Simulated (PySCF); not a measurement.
Calculated NMR parameters of O=C1CC=C(C(F)(F)F)O1

| Item | Value |
| --- | --- |
| Formula | C5H3F3O2 |
| SMILES | O=C1CC=C(C(F)(F)F)O1 |
| InChI | InChI=1S/C5H3F3O2/c6-5(7,8)3-1-2-4(9)10-3/h1H,2H2 |
| Point group of the computed structure | Cs |
| Degrees of unsaturation | 3 |
| Carbon signals | 5 |
| Proton signals | 2 |

Mapped SMILES: `[O:1]=[C:2]1[CH2:3][CH:4]=[C:5]([C:6]([F:7])([F:8])[F:9])[O:10]1` (H(Xn): hydrogen on atom n).

[PySCF 2.14.0 with density-fitted response routines: geometry from GFN2-xTB; GIAO PBE0/pcSseg-1 shieldings; relativity neglected; in vacuum; averaged over atoms made equivalent by symmetry, fast rotation or ring inversion; one computed conformer]

References, each an isolated molecule treated in the same way: ¹H (σref 31.72) and ¹³C (σref 186.93) against TMS; CFCl3 for ¹⁹F (σref 170.95); ¹⁷O (σref 336.08) vs H2O.

```tsv
carbon	δC, type	δH (multiplicity)	HMBC from (2–3 bonds)	span of the C tensor (ppm)
C2	176.8, C	–	H(C4), H(C3)	175
C3	36.8, CH2	3.33 (m)	H(C4)	23
C4	116.4, CH	6.15 (m)	H(C3)	181
C5	153.9, C	–	H(C4), H(C3)	162
C6	127.3, C	–	H(C4)	19
```

Other nuclei:
```
   atoms  nucleus              environment  δ (ppm)  σ (ppm)
F7/F8/F9      ¹⁹F  fluorine of a CF3 group    -84.7    255.7
      O1      ¹⁷O    ester carbonyl oxygen    455.0   -118.9
     O10      ¹⁷O      ester alkoxy oxygen    274.2     61.9
```

1. Carbon types of the structure: 3 × C, 1 × CH, 1 × CH2, which accounts for all hydrogens.
2. δC 176.8: ester carbonyl carbon; it is a carbonyl in resonance with an O or N lone pair, the region of acids, esters and amides.
3. δC 153.9: alkene carbon bearing oxygen; an sp2 carbon further deshielded by the attached heteroatom.
4. δC 127.3: CF3 carbon; 3 electronegative neighbours deshield it.
5. δC 116.4: β carbon of an enol-ether or enamine type C=C.
6. δC 36.8: sp3 CH2 α to a carbonyl; the adjacent C=O deshields it moderately.

Splittings by ¹⁹F in the carbon and heteronuclear signals aren't shown, as no couplings were computed. Shifts are as computed. Against solution values, carbons near 30 ppm lie about +3 ppm off and those near 130 ppm about +5 ppm (rms about the fit 2.1 ppm; single classes can miss by 10 ppm). Of 1328 compounds with measured shifts, 309 miss one by over three times the rms of a fit or turn the order of signals round; such compounds aren't used in these exercises. Signals without a measured value on file couldn't be tested in this way; 1H shifts scatter by 0.2 ppm about their fit, and single ones miss by 0.5 ppm. Unscaled 19F shifts against computed CFCl3 carry errors that often reach 10 to 50 ppm. Unscaled 17O shifts of doubly bonded oxygen tend to come out too high, by tens of ppm or more. Experimental scales use liquid or dissolved standards, which lie at an offset from isolated H2O (liquid H2O: subtract about 36 ppm). No couplings were computed; multiplicities are counted from neighbouring protons, with m where these are inequivalent, close in shift, in a saturated or five-membered ring or joined by F or P, and br s for small geminal =CH2 splittings.
